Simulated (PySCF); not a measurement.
RbF, SMILES [Rb][F]. Heavy atoms are numbered as in [Rb:1][F:2].

The structure is a stationary point at PBE-D3(BJ)/def2-TZVPD. The def2 effective core potentials stand for the cores of Rb; spin–orbit coupling is left out.

These are ωB97X/def2-TZVPD (PySCF) values and carry that method's errors.

Mulliken values depend strongly on the basis, most of all with diffuse functions as here. ESP charges are fitted to the potential on shells at 1.4 to 2.0 van der Waals radii. Atomic charges (e), one atom of each kind:

| atom | ESP fit | Mulliken |
|---|---|---|
| Rb1 | 0.82 | 0.94 |
| F2 | -0.82 | -0.94 |
